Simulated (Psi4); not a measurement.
Input for Psi4: SAPT0/jun-cc-pV(D+d)Z on C2H9FSi (a complex), monomers drawn apart or pushed together.

```
memory 2025 MB

molecule dimer {
0 1
C    -0.68172058    0.49251266   -0.30165832
F     0.31605755   -0.27142533    0.29945556
H    -0.48880645    0.53151060   -1.37406917
H    -1.64547436    0.02295301   -0.10493167
H    -0.65735704    1.49457292    0.12639161
--
0 1
C     1.09876618   -0.99955392    4.02050405
Si   -0.30452890    0.23999529    3.98196736
H     1.96374678   -0.59087848    4.54616157
H     1.40152103   -1.25592096    3.00510755
H     0.79457041   -1.91471001    4.53189151
H    -0.72531838    0.59579744    5.36125791
H    -1.48865805   -0.30961031    3.27726380
H     0.10128602    1.49193723    3.29744852
units angstrom
symmetry c1
no_reorient
no_com
}

set {
  basis jun-cc-pV(D+d)Z
  scf_type df
  freeze_core true
}

energy('sapt0')
```

Output:

```
[...]
==> Input File <==

--------------------------------------------------------------------------
memory 2025 MB

molecule dimer {
0 1
C    -0.68172058    0.49251266   -0.30165832
F     0.31605755   -0.27142533    0.29945556
H    -0.48880645    0.53151060   -1.37406917
H    -1.64547436    0.02295301   -0.10493167
H    -0.65735704    1.49457292    0.12639161
--
0 1
C     1.09876618   -0.99955392    4.02050405
Si   -0.30452890    0.23999529    3.98196736
H     1.96374678   -0.59087848    4.54616157
H     1.40152103   -1.25592096    3.00510755
H     0.79457041   -1.91471001    4.53189151
H    -0.72531838    0.59579744    5.36125791
H    -1.48865805   -0.30961031    3.27726380
H     0.10128602    1.49193723    3.29744852
units angstrom
symmetry c1
no_reorient
no_com
}

set {
  basis jun-cc-pV(D+d)Z
  scf_type df
  freeze_core true
}

energy('sapt0')
--------------------------------------------------------------------------


   => Loading Basis Set <=

    Name: JUN-CC-PV(D+D)Z
    Role: ORBITAL
    Keyword: BASIS
    atoms 1, 6      entry C          line   188 file jun-cc-pv_dpd_z.gbs
    atoms 2         entry F          line   290 file jun-cc-pv_dpd_z.gbs
    atoms 3-5, 8-13 entry H          line    60 file jun-cc-pv_dpd_z.gbs
    atoms 7         entry SI         line   566 file jun-cc-pv_dpd_z.gbs

   => Loading Basis Set <=

    Name: JUN-CC-PV(D+D)Z
    Role: ORBITAL
    Keyword: BASIS
    atoms 1, 6      entry C          line   188 file jun-cc-pv_dpd_z.gbs
    atoms 2         entry F          line   290 file jun-cc-pv_dpd_z.gbs
    atoms 3-5, 8-13 entry H          line    60 file jun-cc-pv_dpd_z.gbs
    atoms 7         entry SI         line   566 file jun-cc-pv_dpd_z.gbs


  //>>>>>>>>>>>>>>>>>>>>>>>>>>>>>>>>>>>//
  //              Dimer HF             //
  //<<<<<<<<<<<<<<<<<<<<<<<<<<<<<<<<<<<//

   => Libint2 <=

    Primary   basis highest AM E, G, H:  7, 6, 3
    Auxiliary basis highest AM E, G, H:  7, 7, 4
    Onebody   basis highest AM E, G, H:  -, -, -
    Solid Harmonics ordering:            Gaussian


   => Loading Basis Set <=

    Name: JUN-CC-PV(D+D)Z
    Role: ORBITAL
    Keyword: BASIS
    atoms 1, 6      entry C          line   188 file jun-cc-pv_dpd_z.gbs
    atoms 2         entry F          line   290 file jun-cc-pv_dpd_z.gbs
    atoms 3-5, 8-13 entry H          line    60 file jun-cc-pv_dpd_z.gbs
    atoms 7         entry SI         line   566 file jun-cc-pv_dpd_z.gbs


         ---------------------------------------------------------
                                   SCF
               by Justin Turney, Rob Parrish, Andy Simmonett
                          and Daniel G. A. Smith
                              RHF Reference
                        1 Threads,   1931 MiB Core
         ---------------------------------------------------------

  ==> Geometry <==

    Molecular point group: c1
    Full point group: C1

    Geometry (in Angstrom), charge = 0, multiplicity = 1:

       Center              X                  Y                   Z               Mass
    ------------   -----------------  -----------------  -----------------  -----------------
         C           -0.681720580000     0.492512660000    -0.301658320000    12.000000000000
         F            0.316057550000    -0.271425330000     0.299455560000    18.998403162730
         H           -0.488806450000     0.531510600000    -1.374069170000     1.007825032230
         H           -1.645474360000     0.022953010000    -0.104931670000     1.007825032230
         H           -0.657357040000     1.494572920000     0.126391610000     1.007825032230
         C            1.098766180000    -0.999553920000     4.020504050000    12.000000000000
         SI          -0.304528900000     0.239995290000     3.981967360000    27.976926534650
         H            1.963746780000    -0.590878480000     4.546161570000     1.007825032230
         H            1.401521030000    -1.255920960000     3.005107550000     1.007825032230
         H            0.794570410000    -1.914710010000     4.531891510000     1.007825032230
         H           -0.725318380000     0.595797440000     5.361257910000     1.007825032230
         H           -1.488658050000    -0.309610310000     3.277263800000     1.007825032230
         H            0.101286020000     1.491937230000     3.297448520000     1.007825032230

  Running in c1 symmetry.

  Rotational constants: A =      0.26820  B =      0.02239  C =      0.02098 [cm^-1]
  Rotational constants: A =   8040.36266  B =    671.13070  C =    628.95284 [MHz]
  Nuclear repulsion =  159.422043902589337

  Charge       = 0
  Multiplicity = 1
  Electrons    = 44
  Nalpha       = 22
  Nbeta        = 22

  ==> Algorithm <==

  SCF Algorithm Type is DF.
  DIIS enabled.
  MOM disabled.
  Fractional occupation disabled.
  Guess Type is SAD.
  Energy threshold   = 1.00e-08
  Density threshold  = 1.00e-08
  Integral threshold = 1.00e-12

  ==> Primary Basis <==

  Basis Set: JUN-CC-PV(D+D)Z
    Blend: JUN-CC-PV(
[...]
   126A     42.888421

    Final Occupation by Irrep:
              A
    DOCC [    13 ]
    NA   [    13 ]
    NB   [    13 ]

  @DF-RHF Final Energy:  -330.29946992973407

   => Energetics <=

    Nuclear Repulsion Energy =             62.8742425599994519
    One-Electron Energy =                -580.4512913726043735
    Two-Electron Energy =                 187.2775788828708983
    Total Energy =                       -330.2994699297340730

Computation Completed


Properties will be evaluated at   0.000000,   0.000000,   0.000000 [a0]

Properties computed using the SCF density matrix


 Multipole Moments:

 ------------------------------------------------------------------------------------
     Multipole            Electronic (a.u.)      Nuclear  (a.u.)        Total (a.u.)
 ------------------------------------------------------------------------------------

 L = 1.  Multiply by 2.5417464519 to convert [e a0] to [Debye]
 Dipole X            :         -8.0405453            8.2700846            0.2295393
 Dipole Y            :          8.5295489           -8.7319984           -0.2024495
 Dipole Z            :       -196.3285647          196.3230769           -0.0054879
 Magnitude           :                                                    0.3061114

 ------------------------------------------------------------------------------------

  Constructing Basis Sets for SAPT...

   => Loading Basis Set <=

    Name: (JUN-CC-PV(D+D)Z AUX)
    Role: RIFIT
    Keyword: DF_BASIS_SAPT
    atoms 1, 6      entry C          line   100 file jun-cc-pvdz-ri.gbs
    atoms 2         entry F          line   232 file jun-cc-pvdz-ri.gbs
    atoms 3-5, 8-13 entry H          line    30 file jun-cc-pvdz-ri.gbs
    atoms 7         entry SI         line   376 file jun-cc-pvdz-ri.gbs

   => Loading Basis Set <=

    Name: (JUN-CC-PV(D+D)Z AUX)
    Role: JKFIT
    Keyword: DF_BASIS_ELST
    atoms 1, 6      entry C          line   146 file jun-cc-pvdz-jkfit.gbs
    atoms 2         entry F          line   314 file jun-cc-pvdz-jkfit.gbs
    atoms 3-5, 8-13 entry H          line    70 file jun-cc-pvdz-jkfit.gbs
    atoms 7         entry SI         line   506 file jun-cc-pvdz-jkfit.gbs


  //>>>>>>>>>>>>>>>>>>>>>>>>>>>>>>>>>>>//
  //               SAPT0               //
  //<<<<<<<<<<<<<<<<<<<<<<<<<<<<<<<<<<<//



        SAPT0
    Ed Hohenstein
     6 June 2009

      Orbital Information
  --------------------------
    NSO        =       126
    NMO        =       126
    NRI        =       406
    NRI (Elst) =       565
    NOCC A     =         9
    NOCC B     =        13
    FOCC A     =         2
    FOCC B     =         6
    NVIR A     =       117
    NVIR B     =       113

    Elst10,r            =    -0.001586323856 [Eh]
    Exch10              =     0.000757083763 [Eh]
    Exch10 (S^2)        =     0.000756835695 [Eh]

    Maxiter = 50
    CPHF R converge = 1.000000E-08

    Iter     Energy [mEh]          dE [mEh]         Residual      Time [s]
       1      -0.03421433       0.034214333     1.089391e-03             0
       2      -0.04227515       0.008060812     5.529327e-04             0
       3      -0.04367069       0.001395541     1.155447e-04             0
       4      -0.04334927      -0.000321420     2.678991e-05             0
       5      -0.04334769      -0.000001579     6.993841e-06             0
       6      -0.04335813       0.000010446     1.614573e-06             0
       7      -0.04335755      -0.000000578     3.407232e-07             0
       8      -0.04335729      -0.000000265     5.240206e-08             1
       9      -0.04335735       0.000000057     8.884052e-09             1

    CHF Iterations converged

    Maxiter = 50
    CPHF R converge = 1.000000E-08

    Iter     Energy [mEh]          dE [mEh]         Residual      Time [s]
       1      -0.24724264       0.247242639     2.368129e-03             0
       2      -0.28161421       0.034371566     7.989866e-04             0
       3      -0.28843867       0.006824468     1.769397e-04             0
       4      -0.28759503      -0.000843644     5.254787e-05             0
       5      -0.28718380      -0.000411231     8.353145e-06             0
       6      -0.28725116       0.000067366     1.561188e-06             0
       7      -0.28724765      -0.000003511     3.238621e-07             0
       8      -0.28724663      -0.000001024     7.043794e-08             0
       9      -0.28724685       0.000000222     1.450205e-08             0
      10      -0.28724685      -0.000000005     2.335829e-09             0

    CHF Iterations converged

    Ind20,r (A<-B)      =    -0.000043357347 [Eh]
    Ind20,r (B<-A)      =    -0.000287246846 [Eh]
    Ind20,r             =    -0.000330604192 [Eh]
    Exch-Ind20,r (A<-B) =     0.000019876205 [Eh]
    Exch-Ind20,r (B<-A) =     0.000140248159 [Eh]
    Exch-Ind20,r        =     0.000160124364 [Eh]
    Disp20              =    -0.001070650471 [Eh]
    Disp20 (SS)         =    -0.000535325235 [Eh]
    Disp20 (OS)         =    -0.000535325235 [Eh]
    Exch-Disp20         =     0.000053966416 [Eh]
    Exch-Disp20 (SS)    =     0.000030429723 [Eh]
    Exch-Disp20 (OS)    =     0.000023536693 [Eh]

    SAPT Results
  --------------------------------------------------------------------------------------------------------
    Electrostatics                 -1.58632386 [mEh]      -0.99543325 [kcal/mol]      -4.16489271 [kJ/mol]
      Elst10,r                     -1.58632386 [mEh]      -0.99543325 [kcal/mol]      -4.16489271 [kJ/mol]

    Exchange                        0.75708376 [mEh]       0.47507723 [kcal/mol]       1.98772315 [kJ/mol]
      Exch10                        0.75708376 [mEh]       0.47507723 [kcal/mol]       1.98772315 [kJ/mol]
      Exch10(S^2)                   0.75683569 [mEh]       0.47492157 [kcal/mol]       1.98707184 [kJ/mol]

    Induction                      -0.22039851 [mEh]      -0.13830215 [kcal/mol]      -0.57865622 [kJ/mol]
      Ind20,r                      -0.33060419 [mEh]      -0.20745726 [kcal/mol]      -0.86800119 [kJ/mol]
      Exch-Ind20,r                  0.16012436 [mEh]       0.10047956 [kcal/mol]       0.42040646 [kJ/mol]
      delta HF,r (2)               -0.04991868 [mEh]      -0.03132445 [kcal/mol]      -0.13106149 [kJ/mol]

    Dispersion                     -1.01668405 [mEh]      -0.63797888 [kcal/mol]      -2.66930362 [kJ/mol]
      Disp20                       -1.07065047 [mEh]      -0.67184331 [kcal/mol]      -2.81099242 [kJ/mol]
      Exch-Disp20                   0.05396642 [mEh]       0.03386444 [kcal/mol]       0.14168881 [kJ/mol]
      Disp20 (SS)                  -0.53532524 [mEh]      -0.33592166 [kcal/mol]      -1.40549621 [kJ/mol]
      Disp20 (OS)                  -0.53532524 [mEh]      -0.33592166 [kcal/mol]      -1.40549621 [kJ/mol]
      Exch-Disp20 (SS)              0.03042972 [mEh]       0.01909494 [kcal/mol]       0.07989323 [kJ/mol]
      Exch-Disp20 (OS)              0.02353669 [mEh]       0.01476950 [kcal/mol]       0.06179558 [kJ/mol]

  Total HF                         -1.04963861 [mEh]      -0.65865817 [kcal/mol]      -2.75582578 [kJ/mol]
  Total SAPT0                      -2.06632266 [mEh]      -1.29663705 [kcal/mol]      -5.42512940 [kJ/mol]

  Special recipe for scaled SAPT0 (see Manual):
    Electrostatics sSAPT0          -1.58632386 [mEh]      -0.99543325 [kcal/mol]      -4.16489271 [kJ/mol]
    Exchange sSAPT0                 0.75708376 [mEh]       0.47507723 [kcal/mol]       1.98772315 [kJ/mol]
    Induction sSAPT0               -0.22024101 [mEh]      -0.13820332 [kcal/mol]      -0.57824269 [kJ/mol]
    Dispersion sSAPT0              -1.01663097 [mEh]      -0.63794557 [kcal/mol]      -2.66916425 [kJ/mol]
  Total sSAPT0                     -2.06611207 [mEh]      -1.29650490 [kcal/mol]      -5.42457650 [kJ/mol]
  --------------------------------------------------------------------------------------------------------



*** Psi4 exiting successfully. Buy a developer a beer!
```

The run finished.

Cost: around 13 core-seconds (rough).
